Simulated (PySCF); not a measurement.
Predicted microwave data (PBE0-D3(BJ)/def2-SVP geometry optimisation, gas phase (PySCF 2.14.0)) for one isomer of C3H12Si3:

| Property | Result |
| --- | --- |
| Rotational constants | A = 2649, B = 1057, C = 811.0 MHz |
| Dipole components | \|μa\| = 0.89 D, \|μb\| = 0.19 D, \|μc\| = 0.80 D |
| Inertial defect | -45.62 u·Å² |
| κ | -0.73 |

**Question.** Which candidate fits, each taken in the one conformer that was computed?
A. `[SiH3:1][SiH:2]([SiH3:3])[CH:4]1[CH2:5][CH2:6]1` with Si1–Si2–C4–C5 84°
B. `[CH2:1]1[SiH2:2][CH2:3][SiH2:4][CH2:5][SiH2:6]1` with Si6–C1–Si2–C3 55°, C1–Si2–C3–Si4 -54°, Si2–C3–Si4–C5 55°, C3–Si4–C5–Si6 -55°
C. `C=CC([SiH3])([SiH3])[SiH3]`
D. `[CH2:1]=[CH:2][SiH2:3][CH:4]([SiH3:5])[SiH3:6]` with C1–C2–Si3–C4 119°, C2–Si3–C4–Si5 174°

**Answer.** D. It is C=C[SiH2]C([SiH3])[SiH3], an asymmetric top, point group C1. The candidates at the same level (rigid rotor, commonest isotopes):

| SMILES | A (MHz) | B (MHz) | C (MHz) | μa (D) | μb (D) | μc (D) | Δ (u·Å²) | point group | rotor |
| --- | --- | --- | --- | --- | --- | --- | --- | --- | --- |
| C=CC([SiH3])([SiH3])[SiH3] | 1670 | 1478 | 1398 | 0.25 | 0.00 | 0.43 | -282.94 | Cs | asymmetric top |
| C=C[SiH2]C([SiH3])[SiH3] | 2649 | 1057 | 811.0 | 0.89 | 0.19 | 0.80 | -45.62 | C1 | asymmetric top |
| [SiH3][SiH]([SiH3])C1CC1 | 1769 | 1301 | 805.7 | 1.18 | 0.00 | 0.25 | -47.05 | Cs | asymmetric top |
| C1[SiH2]C[SiH2]C[SiH2]1 | 1964 | 1960 | 1080 | 0.00 | 0.00 | 1.23 | -47.16 | C3v | oblate symmetric top |

`[SiH3][SiH]([SiH3])C1CC1` has A 33 % too low; `C1[SiH2]C[SiH2]C[SiH2]1` has B 85 % too high; `C=CC([SiH3])([SiH3])[SiH3]` has C 72 % too high. No structure here is proved a minimum.
